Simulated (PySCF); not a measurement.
A GIAO shielding run with PySCF 2.14 (density fitting, non-relativistic, gas phase) on `C[SiH2]C[C@@H]1CC[SiH2][Si@H]1F`, C5H15FSi3:

```
$ OMP_NUM_THREADS=1 python probes_run.py task.json out

{"job": {"kind": "nmr", "xc": "PBE0", "basis": "pcSseg-1"}, "charge": 0, "multiplicity": 1}
C      3.100074     0.756576     0.546108
Si     2.585790    -0.745622    -0.492246
C      0.846847    -1.339994     0.018503
C     -0.214119    -0.242229     0.113169
C     -1.536643    -0.808530     0.652809
C     -2.635187     0.256408     0.739478
Si    -2.792704     1.145379    -0.951259
Si    -0.613795     0.670928    -1.525970
F      0.359454     1.970083    -1.629937
H      2.968167     0.576923     1.609914
H      2.514765     1.631746     0.279181
H      4.145004     1.001787     0.381869
H      2.608889    -0.401203    -1.919725
H      3.518701    -1.859376    -0.258019
H      0.920725    -1.840859     0.989613
H      0.506266    -2.104111    -0.684431
H      0.140144     0.504349     0.835498
H     -1.372698    -1.249447     1.642131
H     -1.869043    -1.617754    -0.006106
H     -3.569060    -0.206511     1.058841
H     -2.366742     0.976508     1.515736
H     -3.219971     2.536313    -0.759874
H     -3.822363     0.490265    -1.769782
H     -0.214235    -0.081864    -2.711015
```

Hardware: 1 thread of an Arm Neoverse V1, shared host. The job also computes population analyses, field gradients, ring-centre shieldings.

Question: How large is the calculation?

Answer: 96 electrons, 249 basis functions and 1361 auxiliary functions.

Question: How long does it take, and how much memory does it need?

Answer: 95 s of wall time, with 13 SCF cycles and 4 response iterations; peak memory 1.1 GiB. Times on a shared host scatter by some tens of per cent.
